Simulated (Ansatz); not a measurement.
`C#[C][AlH][NH2]` + `N[SiH](O)O` → `C#[C][AlH][OH]` + `N[SiH](N)O`  (redistribution)

Gas-phase electronic energies from Ansatz, PBE0-D4/def2-TZVP geometries. CBS: MP2 limit from def2 TZ/QZ plus the TZ coupled-cluster correction, frozen cores. This one scheme is used for every species. DFT in def2-TZVPP. One conformer a species, not always the lowest.

`C#[C][AlH][NH2]`:

Cartesian coordinates in Å:
```
C 2.266 0.854 0.648
C 1.100 0.678 0.374
Al -0.744 0.437 -0.051
N -1.263 -1.179 -0.520
H 3.293 1.009 0.890
H -1.789 1.615 0.004
H -0.657 -1.981 -0.578
H -2.206 -1.432 -0.767
```

`N[SiH](O)O`:

```xyz
9

N     0.892    0.870   -0.173
Si   -0.068   -0.550   -0.140
O    -1.449   -0.217   -0.959
O    -0.249   -0.973    1.434
H     1.730    0.917    0.385
H     1.013    1.369   -1.039
H     0.458   -1.766   -0.788
H    -1.875    0.621   -0.773
H    -0.453   -0.271    2.053
```

`C#[C][AlH][OH]`:

Cartesian coordinates in Å:
```
C 1.884 0.989 -0.068
C 0.877 0.349 0.136
Al -0.701 -0.666 0.474
O -1.990 -0.587 -0.618
H 2.772 1.553 -0.246
H -0.869 -1.586 1.734
H -1.972 -0.052 -1.410
```

`N[SiH](N)O`:

Cartesian coordinates in Å:
```
N -0.317 -0.200 -1.408
Si 0.395 0.299 0.068
N -0.905 0.384 1.168
O 1.637 -0.743 0.366
H 0.269 -0.463 -2.183
H -1.167 0.239 -1.724
H 1.071 1.617 0.128
H -1.591 -0.350 1.233
H -0.819 0.895 2.031
H 1.427 -1.678 0.321
```

```tsv
level	ΔE (kJ/mol)	difference from CCSD(T)/CBS
PBE-D4	2.0	-0.3
revPBE-D4	1.0	-1.3
BLYP-D4	1.7	-0.6
r2SCAN0-D4	3.2	0.9
ωB97X-V	2.0	-0.3
ωB97M-V	2.1	-0.2
PBE	2.5	0.2
BHLYP	3.0	0.7
CCSD(T)/def2-TZVPP	2.9	0.6
SCS-MP2/def2-QZVPP	1.6	-0.7
CCSD(T)/CBS	2.3	0
```

Largest T1 diagnostic among the species: 0.014.

Leaving LDA and LC-ωPBE aside and taking each functional with its dispersion term where it has one, the values, not all of them listed here, spread over 3.2 kJ/mol, from revPBE-D4 to B97M-V.
